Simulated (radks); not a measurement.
All-electron atom: neutral neodymium in [Xe] 4f4 6s2. Method: Dirac Kohn-Sham, PBE, spin-unpolarised, spherical densities, point nucleus; open shells fill j = l - 1/2 first; computed with a radial shooting solver on a logarithmic mesh with Libxc functionals. Some entries of the table are withheld. Estimate them.

orbital  occ.  eigenvalue (eV)  r(max) (bohr)
1s1/2       2        -43363.03        0.01509
2s1/2       2        -7010.213        0.08565
2p1/2       2              (1)        0.06508
2p3/2       4              (2)        0.07053
3s1/2       2        -1520.627         0.2439
3p1/2       2        -1359.061         0.2308
3p3/2       4        -1255.237         0.2425
3d3/2       4        -974.0881         0.1941
3d5/2       6        -951.6472         0.1974
4s1/2       2        -302.2425         0.5655
4p1/2       2        -241.2872         0.5731
4p3/2       4        -218.7870         0.5981
4d3/2       4        -118.6739            (3)
4d5/2       6        -114.7000            (4)
5s1/2       2         -40.3409          1.322
5p1/2       2         -24.1425          1.450
5p3/2       4         -21.1286          1.523
6s1/2       2          -3.4970          3.801
5d3/2       0          -2.0051          2.204
4f5/2       4              (5)            (6)
5d5/2       0          -1.8390          2.260
4f7/2       0              (7)            (8)
6p1/2       0          -1.3504          4.880
6p3/2       0          -1.1816          5.127

Answer. 
(1) 2p1/2 eigenvalue (eV): -6631.633
(2) 2p3/2 eigenvalue (eV): -6111.550
(3) 4d3/2 r(max) (bohr): 0.6142
(4) 4d5/2 r(max) (bohr): 0.6224
(5) 4f5/2 eigenvalue (eV): -1.8392
(6) 4f5/2 r(max) (bohr): 0.6606
(7) 4f7/2 eigenvalue (eV): -1.4393
(8) 4f7/2 r(max) (bohr): 0.6658
